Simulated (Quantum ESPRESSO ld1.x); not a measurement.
The numbers below are computed, except where a source is named.
All-electron atom: Tl II in [Hg] (the NIST ground configuration). Code: ld1.x of Quantum ESPRESSO 7.5. Model: Dirac Kohn-Sham, exchange-only PBE, spin-unpolarised, spherical densities, point nucleus.

Radial electron density D(r) = 4 pi r^2 rho(r):

r (bohr)  D(r) (e/bohr)
0.002949          50.30
0.004028          69.81
0.005503          91.01
0.007518          109.2
0.01027           118.3
0.01403           114.9
0.01917           105.9
0.02619           108.8
0.03578           132.2
0.04888           151.5
0.06677           136.7
0.09122           119.7
0.1246            138.6
0.1703            127.7
0.2326            83.06
0.3178            90.35
0.4341            82.89
0.5931            41.51
0.8102            25.34
1.107             18.30
1.512             9.230
2.066             3.723
2.822             1.211
3.856            0.2531
5.267           0.02501
7.196         0.0007810

D(r) has 4 maxima, at r = 0.0109, 0.0501, 0.139, 0.361 bohr, and minima at 0.0216, 0.0898, 0.256 bohr, inside which lie 2.03, 11.07, 30.11 electrons.
